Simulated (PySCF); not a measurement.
C3H2F3O, SMILES [CH]=C(O)C(F)(F)F, multiplicity 2. Atoms are numbered in the order given.

```xyz
9

C      1.3280     1.5461     0.0000
C      0.1429     0.9571     0.0000
O     -1.0755     1.5548     0.0000
C     -0.0087    -0.5547     0.0000
F     -0.6839    -0.9716    -1.0830
F     -0.6839    -0.9716     1.0830
F      1.1896    -1.1592     0.0000
H      2.3784     1.2751     0.0000
H     -0.9432     2.5167     0.0000
```
Charge 0, spin multiplicity 2.

Geometry optimised at TPSSh-D3(BJ)/def2-SVP. The isomer is the one that the SMILES or the coordinates give; other isomers of the formula were not compared. One conformer was computed; it need not be the lowest.

All values below come from PBE/pcH-1 (PySCF).

Unrestricted Kohn–Sham, ⟨S²⟩ = 0.759. Hyperfine tensors hold the contact and dipolar terms, without spin-orbit corrections.

Problem. Estimate the hyperfine couplings. (Estimate from the structure and the level; the computed values follow.)

Solution. 
| nucleus | A(iso) (MHz) | A(iso) (G) | dipolar principal values (MHz) |
|---|---|---|---|
| 13C no. 1 | 274.5 | 98.0 | -80.8, -59.6, 140.4 |
| 13C no. 2 | -23.2 | -8.3 | -19.8, 0.7, 19.1 |
| 17O no. 3 | -16.9 | -6.0 | -15.7, 3.3, 12.4 |
| 13C no. 4 | 71.2 | 25.4 | -6.0, -4.8, 10.8 |
| 19F no. 5 | 17.4 | 6.2 | -23.3, -20.9, 44.2 |
| 19F no. 6 | 17.4 | 6.2 | -23.3, -20.9, 44.2 |
| 19F no. 7 | 12.8 | 4.6 | -8.8, -7.3, 16.1 |
| 1H no. 8 | 12.8 | 4.6 | -30.9, -7.6, 38.6 |
| 1H no. 9 | -0.8 | -0.3 | -7.5, -3.2, 10.7 |
